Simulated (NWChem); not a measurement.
Program: NWChem. System: H3FPbSi, charge 0, spin multiplicity 1, at a geometry optimised with PBE0/def2-SVP with def2 effective core potentials on Pb. The structure started from a generated list of species. Level: CCSD(T)/def2-SVP with def2 effective core potentials on Pb, 10 core orbitals frozen.

Input file:

```
start mol
memory heap 100 mb stack 700 mb global 1900 mb
geometry units angstroms nocenter noautoz
  Pb    -0.250492    -0.412892     0.000000
  F     -1.516114     1.220762     0.000000
  Si     1.937158     1.281970     0.000000
  H      1.898731     2.168965     1.209208
  H      1.898731     2.168965    -1.209208
  H      3.267705     0.584782     0.000000
  symmetry group Cs
end
basis spherical
  * library def2-svp
end
ecp
  Pb library def2-ecp
end
scf
  rhf
  nopen 0
  maxiter 100
  thresh 1e-7
  semidirect memsize 60000000 filesize 0
end
tce
  freeze core 10
  ccsd(t)
  2eorb
  2emet 13
  thresh 1e-6
  maxiter 100
  tilesize 24
end
task tce energy
```

Output (cleaned and shortened):

```
             Northwest Computational Chemistry Package (NWChem) 7.3.0
             --------------------------------------------------------

                                NWChem Input Module
                                -------------------

 Scaling coordinates for geometry "geometry" by  1.889725989
 (inverse scale =  0.529177249)

 Turning off AUTOSYM since
 SYMMETRY directive was detected!

                             Geometry "geometry" -> ""
                             -------------------------

 Output coordinates in angstroms (scale by  1.889725989 to convert to a.u.)

  No.       Tag          Charge          X              Y              Z
 ---- ---------------- ---------- -------------- -------------- --------------
    1 Pb                  82.0000    -0.25049200    -0.41289200     0.00000000
    2 F                    9.0000    -1.51611400     1.22076200     0.00000000
    3 Si                  14.0000     1.93715800     1.28197000     0.00000000
    4 H                    1.0000     1.89873100     2.16896500     1.20920800
    5 H                    1.0000     1.89873100     2.16896500    -1.20920800
    6 H                    1.0000     3.26770500     0.58478200     0.00000000

 Effective nuclear repulsion energy (a.u.)     482.9729807498

            Nuclear Dipole moment (a.u.)
            ----------------------------
        X                 Y               Z
 ---------------- ---------------- ----------------
     0.0000170075     0.0000113384     0.0000000000

      Symmetry information
      --------------------

 Group name             Cs
 Group number              2
 Group order               2
 No. of unique centers     5

      Symmetry unique atoms

     1    2    3    4    6


 Summary of "ao basis" -> "" (spherical)
 ------------------------------------------------------------------------------
       Tag                 Description            Shells   Functions and Types
 ---------------- ------------------------------  ------  ---------------------
 *                          def2-svp                  on all atoms

 Summary of "ao basis" -> "ao basis" (spherical)
[...]
     L(1) DIIS level shift : 0.00D+00
     T(R) DIIS level shift : 0.00D+00
     T(I) DIIS level shift : 0.00D+00
   CC-T/L Amplitude update :  5-th order DIIS
                I/O scheme : Global Array Library
        L-threshold :  0.10D-05
        EOM-threshold :  0.10D-05
 no EOMCCSD initial starts read in
 TCE RESTART OPTIONS
 SLICE:      F
 D4D5:       F
 quantumc:   F
 qrotation:  F
 pwtce:      F
 qducc:      F
 nacto:                         0
 nrotv:                         0
 nrot:                          0

            Memory Information
            ------------------
          Available GA space size is     249031471 doubles
          Available MA space size is     104846236 doubles

 Maximum block size supplied by input
 Maximum block size        24 doubles

 tile_dim =     17

 -------------------------------------------------
   1    alpha     a'    10 doubles       0       1
   2    alpha     a"     4 doubles      10       2
   3    beta      a'    10 doubles      14       1
   4    beta      a"     4 doubles      24       2
   5    alpha     a'    16 doubles      28       5
   6    alpha     a'    16 doubles      44       6
   7    alpha     a"    17 doubles      60       7
   8    beta      a'    16 doubles      77       5
   9    beta      a'    16 doubles      93       6
  10    beta      a"    17 doubles     109       7

 Global array virtual files algorithm will be used

 Parallel file system coherency ......... OK

 4-electron integrals stored in orbital form

 v2    file size   =          1873757
 4-index algorithm nr.  13 is used
 imaxsize =       30
 imaxsize ichop =        0


CCSD iterations
 ---------------------------------------------------------
 Iter          Residuum       Correlation     Cpu    Wall
 ---------------------------------------------------------
    1   0.1562502190537  -0.3793837576740     0.5     0.5
    2   0.0445169809833  -0.4023774140664     0.5     0.5
    3   0.0158769627857  -0.4117865063416     0.5     0.5
    4   0.0078329215133  -0.4137011547603     0.5     0.5
    5   0.0031777470523  -0.4148923737520     0.5     0.5
    6   0.0013064967828  -0.4153034914328     0.5     0.5
    7   0.0010681654476  -0.4153856952311     0.5     0.5
    8   0.0004368364495  -0.4154212553614     0.5     0.5
    9   0.0004592199638  -0.4154163755141     0.5     0.5
   10   0.0001889878912  -0.4154393915068     0.5     0.5
   11   0.0000547821547  -0.4154447149723     0.5     0.5
   12   0.0000332251049  -0.4154472553442     0.5     0.5
   13   0.0000190374373  -0.4154481356825     0.5     0.5
   14   0.0000146158846  -0.4154474806712     0.5     0.5
   15   0.0000082558902  -0.4154477950587     0.5     0.5
   16   0.0000021224975  -0.4154473233388     0.5     0.5
   17   0.0000015042578  -0.4154475550051     0.5     0.5
   18   0.0000006551955  -0.4154476234834     0.5     0.5
 -----------------------------------------------------------------
 Iterations converged
 CCSD correlation energy / hartree =        -0.415447623483382
 CCSD total energy / hartree       =      -582.196841614865207

 Singles contributions

 Doubles contributions
 CCSD(T)
 Using plain CCSD(T) code
             total no. of tasks           74
 total no. of tasks / no. procs           74
                         wl_min       278528           8.1
                         wl_max      4624000          12.9
        thresh for no. of tasks           74

 CCSD[T]  correction energy / hartree =        -0.011614453085367
 CCSD[T] correlation energy / hartree =        -0.427062076568749
 CCSD[T] total energy / hartree       =      -582.208456067950578
 CCSD(T)  correction energy / hartree =        -0.009942083399652
 CCSD(T) correlation energy / hartree =        -0.425389706883034
 CCSD(T) total energy / hartree       =      -582.206783698264871

 Task  times  cpu:       35.9s     wall:       35.9s

 Total times  cpu:       36.0s     wall:       36.0s
```
